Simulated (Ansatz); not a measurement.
Consider the ligand exchange at the Si–N bond: `O[SiH](F)NBS` + `[OH][GeH3]` → `O[SiH](F)[O][GeH3]` + `NBS`.

Calculated with Ansatz (gas phase, PBE0-D4/def2-TZVP geometries, no zero-point term in ΔE). CCSD(T)/CBS is the MP2 limit (def2-TZVPP, def2-QZVPP) plus CCSD(T) − MP2 in def2-TZVPP, frozen cores. Functionals use def2-TZVPP. For Ge outer-core shells are correlated without core-valence functions, which leaves a few kJ/mol of doubt a bond. Scalar relativity is left out up to krypton. One conformer a species, not always the lowest.

```
   level  ΔE (kcal/mol)
PBE-QIDH          -17.3
     PBE          -15.9
 r2SCAN0          -17.9
   BHLYP          -19.0
```

Problem. What does CCSD(T)/CBS give? (Best estimate.)

Solution. The calculation gave: -17.4 kcal/mol. The listed levels differ from it by 0.1, 1.5, -0.5, -1.6 kcal/mol.

Largest T1 diagnostic among the species: 0.012.

In def2-TZVPP, CCSD(T) changes the Hartree–Fock value by +2.9 kcal/mol (the triples alone add +0.5 kcal/mol) and MP2 by +3.0 kcal/mol. From BLYP to BHLYP (50 % exact exchange), in def2-TZVPP and without D4, ΔE moves by −1.7 kcal/mol.
